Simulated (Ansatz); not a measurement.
# Nudged elastic band run: C$_{2}$H$_{5}$BFGaO

Input file:

```yaml
crystal:
  periodic: [false, false, false]
  atoms:
    - { symbol: B, position_ang: [-0.855255, -0.639933, -0.686169] }
    - { symbol: C, position_ang: [0.100547, 0.303172, 0.168922] }
    - { symbol: C, position_ang: [1.480271, -0.116105, 0.580417] }
    - { symbol: O, position_ang: [-0.290367, 1.443485, 0.540873] }
    - { symbol: Ga, position_ang: [-2.227767, 2.051832, 0.032459] }
    - { symbol: F, position_ang: [-2.143895, 0.148339, -0.81677] }
    - { symbol: H, position_ang: [-1.072343, -1.686336, -0.092893] }
    - { symbol: H, position_ang: [-0.371773, -0.816687, -1.795931] }
    - { symbol: H, position_ang: [1.991662, -0.633947, -0.245125] }
    - { symbol: H, position_ang: [1.383408, -0.850931, 1.398901] }
    - { symbol: H, position_ang: [2.070812, 0.740312, 0.935917] }
basis:
  gaussian: { orbitals: def2-SVP }
hamiltonian:
  xc: b3lyp
neb:
  order_check: false
  images: 5
  f_tol: 0.05
  max_iterations: 55
  final_atoms:
    - { symbol: B, position_ang: [1.52967185, -1.10084782, -0.81354074] }
    - { symbol: C, position_ang: [-0.36787816, 0.44850634, 0.11125543] }
    - { symbol: C, position_ang: [0.96747254, -0.20268132, 0.34539085] }
    - { symbol: O, position_ang: [-0.56157517, 1.64707895, 0.19970847] }
    - { symbol: Ga, position_ang: [-3.02298677, 2.31989903, 0.34925073] }
    - { symbol: F, position_ang: [-3.25806115, 0.52177052, 0.56674421] }
    - { symbol: H, position_ang: [-1.21656459, -0.22963424, -0.13976316] }
    - { symbol: H, position_ang: [2.7092851, -1.38931379, -0.82373254] }
    - { symbol: H, position_ang: [0.79490469, -1.56088552, -1.66460998] }
    - { symbol: H, position_ang: [0.79639356, -1.01041989, 1.10556901] }
    - { symbol: H, position_ang: [1.69463811, 0.49972873, 0.78432871] }
  initial_path:
    images:
      - { positions_ang: [[-0.855255, -0.639933, -0.686169], [0.100547, 0.303172, 0.168922], [1.480271, -0.116105, 0.580417], [-0.290367, 1.443485, 0.540873], [-2.227767, 2.051832, 0.032459], [-2.143895, 0.148339, -0.81677], [-1.072343, -1.686336, -0.092893], [-0.371773, -0.816687, -1.795931], [1.991662, -0.633947, -0.245125], [1.383408, -0.850931, 1.398901], [2.070812, 0.740312, 0.935917]] }
      - { positions_ang: [[-0.60626644, -0.73747624, -0.85087884], [0.19496763, 0.34286618, -0.04558845], [1.39307702, -0.04980429, 0.62675304], [-0.39865348, 1.37186192, 0.33378766], [-1.91336537, 1.91863719, 0.06281928], [-2.16636441, 0.29839397, -0.07083275], [-0.99114941, -1.67010862, -0.26340063], [-0.19019991, -0.90717792, -1.97138688], [1.67932586, -0.72952369, -0.26818992], [1.14396988, -0.72707253, 1.43794102], [1.91995863, 0.83260501, 1.02957747]] }
      - { positions_ang: [[-0.35727788, -0.83501947, -1.01558868], [0.28938827, 0.38256037, -0.2600989], [1.30588304, 0.01649642, 0.67308908], [-0.50693996, 1.30023885, 0.12670233], [-1.59896374, 1.78544239, 0.09317956], [-2.18883382, 0.44844895, 0.67510451], [-0.90995581, -1.65388123, -0.43390825], [-0.00862683, -0.99766885, -2.14684277], [1.36698971, -0.82510037, -0.29125485], [0.90453176, -0.60321406, 1.47698104], [1.76910527, 0.92489802, 1.12323793]] }
      - { positions_ang: [[-0.10828932, -0.93256271, -1.18029852], [0.3838089, 0.42225455, -0.47460935], [1.21868906, 0.08279713, 0.71942512], [-0.61522645, 1.22861577, -0.08038301], [-1.28456211, 1.65224758, 0.12353984], [-2.21130324, 0.59850392, 1.42104176], [-0.82876222, -1.63765385, -0.60441588], [0.17294626, -1.08815977, -2.32229865], [1.05465357, -0.92067706, -0.31431977], [0.66509365, -0.47935559, 1.51602107], [1.6182519, 1.01719103, 1.2168984]] }
      - { positions_ang: [[0.43769774, -0.98865775, -1.05804593], [0.13324655, 0.43100515, -0.27932109], [1.13495022, -0.01236235, 0.59474703], [-0.59734269, 1.3681035, 0.01298082], [-1.864037, 1.87479807, 0.1987768], [-2.56022254, 0.57292612, 1.13627591], [-0.95802968, -1.16831398, -0.44953164], [1.01839254, -1.18854445, -1.82277661], [0.96807061, -1.13407988, -0.76441651], [0.70886028, -0.65637702, 1.37920372], [1.64371397, 0.8447036, 1.0727085]] }
      - { positions_ang: [[0.9836848, -1.04475279, -0.93579334], [-0.11731581, 0.43975575, -0.08403283], [1.05121138, -0.10752184, 0.47006894], [-0.57945893, 1.50759122, 0.10634465], [-2.44351189, 2.09734855, 0.27401377], [-2.90914185, 0.54734832, 0.85151006], [-1.08729714, -0.69897411, -0.2946474], [1.86383882, -1.28892912, -1.32325458], [0.88148765, -1.3474827, -1.21451324], [0.75262692, -0.83339845, 1.24238636], [1.66917604, 0.67221616, 0.92851861]] }
      - { positions_ang: [[1.52967185, -1.10084782, -0.81354074], [-0.36787816, 0.44850634, 0.11125543], [0.96747254, -0.20268132, 0.34539085], [-0.56157517, 1.64707895, 0.19970847], [-3.02298677, 2.31989903, 0.34925073], [-3.25806115, 0.52177052, 0.56674421], [-1.21656459, -0.22963424, -0.13976316], [2.7092851, -1.38931379, -0.82373254], [0.79490469, -1.56088552, -1.66460998], [0.79639356, -1.01041989, 1.10556901], [1.69463811, 0.49972873, 0.78432871]] }
```

Launched with:

```bash
$ ansatz run input.yaml --threads 2 --pin off --max-ram 3072MiB --backend cpu --events-out ev --progress --plain --runs-dir out
```

Output, in part (warnings, iteration lines):

```
NEB end point (image 0): max|allowed force component| = 8.318e-3 eV/Å (the criterion of neb.relax_end_points is 1.000e-2)
WARN: NEB end point (image 6): max|allowed force component| = 2.226e-1 eV/Å (the criterion of neb.relax_end_points is 1.000e-2). That is over neb.f_tol: it is no minimum, so the barrier can be far off. Relax it first
NEB iter   1: max|band force component| = 3.901e2 eV/Å  barrier→ = 109.1940 eV  barrier← = 107.7189 eV  Δτ_max = 0.2000 Å  (389 SCF iters)
NEB iter   2: max|band force component| = 8.573e1 eV/Å  barrier→ = 28.0397 eV  barrier← = 26.5646 eV  Δτ_max = 0.2000 Å  (296 SCF iters)
NEB iter   3: max|band force component| = 4.948e1 eV/Å  barrier→ = 19.1608 eV  barrier← = 17.6856 eV  Δτ_max = 0.2000 Å  (235 SCF iters)
NEB iter   4: max|band force component| = 2.416e1 eV/Å  barrier→ = 11.7330 eV  barrier← = 10.2578 eV  Δτ_max = 0.2000 Å  (195 SCF iters)
NEB iter   5: max|band force component| = 1.592e1 eV/Å  barrier→ = 7.4390 eV  barrier← = 5.9639 eV  Δτ_max = 0.2000 Å  (181 SCF iters)
NEB iter   6: max|band force component| = 8.256e0 eV/Å  barrier→ = 5.0840 eV  barrier← = 3.6089 eV  Δτ_max = 0.2000 Å  (175 SCF iters)
NEB iter   7: max|band force component| = 5.220e0 eV/Å  barrier→ = 4.0965 eV  barrier← = 2.6213 eV  Δτ_max = 0.1985 Å  (165 SCF iters)
NEB iter   8: max|band force component| = 1.046e1 eV/Å  barrier→ = 3.4716 eV  barrier← = 1.9965 eV  Δτ_max = 0.1036 Å  (166 SCF iters)
NEB iter   9: max|band force component| = 3.887e0 eV/Å  barrier→ = 3.1331 eV  barrier← = 1.6579 eV  Δτ_max = 0.1973 Å  (159 SCF iters)
NEB iter  10: max|band force component| = 2.151e0 eV/Å  barrier→ = 2.9327 eV  barrier← = 1.4576 eV  Δτ_max = 0.1982 Å  (172 SCF iters)
NEB iter  11: max|band force component| = 1.507e0 eV/Å  barrier→ = 2.8823 eV  barrier← = 1.4072 eV  Δτ_max = 0.2000 Å  (159 SCF iters)
NEB iter  12: max|band force component| = 1.143e0 eV/Å  barrier→ = 3.1098 eV  barrier← = 1.6347 eV  Δτ_max = 0.1992 Å  (164 SCF iters)
NEB iter  13: max|band force component| = 1.368e0 eV/Å  barrier→ = 3.0372 eV  barrier← = 1.5620 eV  Δτ_max = 0.0997 Å  (160 SCF iters)
NEB iter  14: max|band force component| = 7.524e-1 eV/Å  barrier→ = 2.9174 eV  barrier← = 1.4422 eV  Δτ_max = 0.0995 Å  (164 SCF iters)
NEB iter  15: max|band force component| = 6.287e-1 eV/Å  barrier→ = 2.8801 eV  barrier← = 1.4049 eV  Δτ_max = 0.1989 Å  (163 SCF iters)
NEB iter  16: max|band force component| = 7.663e-1 eV/Å  barrier→ = 2.8170 eV  barrier← = 1.3419 eV  Δτ_max = 0.0995 Å  (162 SCF iters)
NEB iter  17: max|band force component| = 5.253e-1 eV/Å  barrier→ = 2.7427 eV  barrier← = 1.2675 eV  Δτ_max = 0.0999 Å  (162 SCF iters)
NEB iter  18: max|band force component| = 1.120e0 eV/Å  barrier→ = 2.6788 eV  barrier← = 1.2036 eV  Δτ_max = 0.0503 Å  (162 SCF iters)
NEB iter  19: max|band force component| = 4.614e-1 eV/Å  barrier→ = 2.6425 eV  barrier← = 1.1674 eV  CI = image 4  Δτ_max = 0.1012 Å  (164 SCF iters)
NEB iter  20: max|band force component| = 9.630e-1 eV/Å  barrier→ = 2.6414 eV  barrier← = 1.1662 eV  CI = image 4  Δτ_max = 0.0503 Å  (159 SCF iters)
NEB iter  21: max|band force component| = 1.356e0 eV/Å  barrier→ = 2.6663 eV  barrier← = 1.1912 eV  CI = image 4  Δτ_max = 0.1008 Å  (162 SCF iters)
NEB iter  22: max|band force component| = 1.671e0 eV/Å  barrier→ = 2.6949 eV  barrier← = 1.2198 eV  CI = image 4  Δτ_max = 0.2000 Å  (159 SCF iters)
NEB iter  23: max|band force component| = 1.961e0 eV/Å  barrier→ = 2.7810 eV  barrier← = 1.3059 eV  CI = image 4  Δτ_max = 0.2000 Å  (159 SCF iters)
NEB iter  24: max|band force component| = 2.123e0 eV/Å  barrier→ = 2.9613 eV  barrier← = 1.4861 eV  CI = image 4  Δτ_max = 0.2000 Å  (161 SCF iters)
NEB iter  25: max|band force component| = 2.113e0 eV/Å  barrier→ = 3.2961 eV  barrier← = 1.8210 eV  CI = image 4  Δτ_max = 0.2000 Å  (169 SCF iters)
NEB iter  26: max|band force component| = 1.859e0 eV/Å  barrier→ = 3.0606 eV  barrier← = 1.5854 eV  CI = image 4  Δτ_max = 0.2000 Å  (166 SCF iters)
NEB iter  27: max|band force component| = 1.557e0 eV/Å  barrier→ = 2.8659 eV  barrier← = 1.3907 eV  CI = image 4  Δτ_max = 0.1981 Å  (167 SCF iters)
NEB iter  28: max|band force component| = 1.513e0 eV/Å  barrier→ = 2.6949 eV  barrier← = 1.2198 eV  CI = image 4  Δτ_max = 0.1004 Å  (165 SCF iters)
NEB iter  29: max|band force component| = 8.133e-1 eV/Å  barrier→ = 2.5209 eV  barrier← = 1.0457 eV  CI = image 4  Δτ_max = 0.1964 Å  (161 SCF iters)
NEB iter  30: max|band force component| = 6.770e-1 eV/Å  barrier→ = 2.6410 eV  barrier← = 1.1658 eV  CI = image 4  Δτ_max = 0.1972 Å  (163 SCF iters)
NEB iter  31: max|band force component| = 9.153e-1 eV/Å  barrier→ = 2.7360 eV  barrier← = 1.2608 eV  CI = image 4  Δτ_max = 0.1019 Å  (167 SCF iters)
NEB iter  32: max|band force component| = 1.548e0 eV/Å  barrier→ = 2.8772 eV  barrier← = 1.4020 eV  CI = image 4  Δτ_max = 0.0511 Å  (164 SCF iters)
NEB iter  33: max|band force component| = 1.357e0 eV/Å  barrier→ = 2.8350 eV  barrier← = 1.3598 eV  CI = image 4  Δτ_max = 0.1012 Å  (163 SCF iters)
NEB iter  34: max|band force component| = 1.283e0 eV/Å  barrier→ = 2.8298 eV  barrier← = 1.3546 eV  CI = image 4  Δτ_max = 0.2000 Å  (163 SCF iters)
NEB iter  35: max|band force component| = 1.246e0 eV/Å  barrier→ = 2.8254 eV  barrier← = 1.3503 eV  CI = image 4  Δτ_max = 0.2000 Å  (162 SCF iters)
NEB iter  36: max|band force component| = 9.884e-1 eV/Å  barrier→ = 2.7991 eV  barrier← = 1.3240 eV  CI = image 4  Δτ_max = 0.2000 Å  (160 SCF iters)
NEB iter  37: max|band force component| = 9.965e-1 eV/Å  barrier→ = 2.7669 eV  barrier← = 1.2917 eV  CI = image 4  Δτ_max = 0.2000 Å  (160 SCF iters)
NEB iter  38: max|band force component| = 1.118e0 eV/Å  barrier→ = 2.7636 eV  barrier← = 1.2885 eV  CI = image 4  Δτ_max = 0.2000 Å  (160 SCF iters)
NEB iter  39: max|band force component| = 1.076e0 eV/Å  barrier→ = 2.7589 eV  barrier← = 1.2837 eV  CI = image 4  Δτ_max = 0.2000 Å  (159 SCF iters)
NEB iter  40: max|band force component| = 1.256e0 eV/Å  barrier→ = 2.8009 eV  barrier← = 1.3257 eV  CI = image 4  Δτ_max = 0.2000 Å  (161 SCF iters)
NEB iter  41: max|band force component| = 1.296e0 eV/Å  barrier→ = 2.8685 eV  barrier← = 1.3934 eV  CI = image 4  Δτ_max = 0.2000 Å  (163 SCF iters)
NEB iter  42: max|band force component| = 1.491e0 eV/Å  barrier→ = 3.0195 eV  barrier← = 1.5443 eV  CI = image 4  Δτ_max = 0.2000 Å  (162 SCF iters)
NEB iter  43: max|band force component| = 2.268e0 eV/Å  barrier→ = 3.6223 eV  barrier← = 2.1472 eV  CI = image 4  Δτ_max = 0.2000 Å  (162 SCF iters)
NEB iter  44: max|band force component| = 2.645e0 eV/Å  barrier→ = 4.1006 eV  barrier← = 2.6254 eV  CI = image 4  Δτ_max = 0.2000 Å  (164 SCF iters)
NEB iter  45: max|band force component| = 2.828e0 eV/Å  barrier→ = 4.3729 eV  barrier← = 2.8977 eV  CI = image 4  Δτ_max = 0.2000 Å  (163 SCF iters)
NEB iter  46: max|band force component| = 2.866e0 eV/Å  barrier→ = 4.5135 eV  barrier← = 3.0384 eV  CI = image 4  Δτ_max = 0.2000 Å  (167 SCF iters)
NEB iter  47: max|band force component| = 2.946e0 eV/Å  barrier→ = 4.5188 eV  barrier← = 3.0436 eV  CI = image 4  Δτ_max = 0.2000 Å  (164 SCF iters)
NEB iter  48: max|band force component| = 2.828e0 eV/Å  barrier→ = 4.6467 eV  barrier← = 3.1715 eV  CI = image 4  Δτ_max = 0.2000 Å  (163 SCF iters)
NEB iter  49: max|band force component| = 3.043e0 eV/Å  barrier→ = 4.7739 eV  barrier← = 3.2987 eV  CI = image 4  Δτ_max = 0.2000 Å  (164 SCF iters)
NEB iter  50: max|band force component| = 3.266e0 eV/Å  barrier→ = 4.6453 eV  barrier← = 3.1701 eV  CI = image 4  Δτ_max = 0.2000 Å  (163 SCF iters)
NEB iter  51: max|band force component| = 3.388e0 eV/Å  barrier→ = 4.4551 eV  barrier← = 2.9800 eV  CI = image 4  Δτ_max = 0.2000 Å  (162 SCF iters)
NEB iter  52: max|band force component| = 3.405e0 eV/Å  barrier→ = 4.2681 eV  barrier← = 2.7930 eV  CI = image 4  Δτ_max = 0.2000 Å  (164 SCF iters)
NEB iter  53: max|band force component| = 3.270e0 eV/Å  barrier→ = 4.2859 eV  barrier← = 2.8107 eV  CI = image 4  Δτ_max = 0.2000 Å  (160 SCF iters)
NEB iter  54: max|band force component| = 3.439e0 eV/Å  barrier→ = 4.3436 eV  barrier← = 2.8685 eV  CI = image 4  Δτ_max = 0.2000 Å  (163 SCF iters)
NEB iter  55: max|band force component| = 3.555e0 eV/Å  barrier→ = 4.3662 eV  barrier← = 2.8911 eV  CI = image 4  Δτ_max = 0.1986 Å  (163 SCF iters)
Error: NEB band did not converge after 55 iterations: max|band force component| = 3.56e0 eV/Å (threshold 5.0e-2); raise `neb.max_iterations` in a new run, which can start from the last band evaluated (`neb.initial_path`, with `crystal.atoms` and `neb.final_atoms` set to its first and last images), …
```

The run ended unconverged. The band didn't meet its force threshold, so its energies are provisional: the largest band force was still 3.56 eV/Å, and over the last iterations the top moved between 4.29 and 4.37 eV. Neighbouring images lie up to 5.6 Å apart, so the band is torn or far too coarse. The end points aren't both relaxed to the band's threshold either. The orbitals stay closed-shell, which can raise the energy where a bond breaks towards radicals; this wasn't checked here.

Final band (atoms are numbered from 1 in the order of the input):

```tsv
image	path coordinate (Å)	energy (kcal/mol)	B1–C2 (Å)	B1–F6 (Å)	B1–H7 (Å)
0	0.00	0.0	1.59	1.52	1.22
1	3.03	39.1	1.56	3.26	1.20
2	6.08	50.7	1.55	4.32	1.20
3	9.69	40.7	1.56	3.41	1.21
4	13.30	100.7	3.22	3.57	1.10
5	18.86	38.6	2.61	3.64	2.93
6	24.42	34.0	2.62	5.24	2.96
```

Time of the run: 21 min on 2 threads of Arm Neoverse V1, with other jobs on the host, peak memory 0.37 GiB.
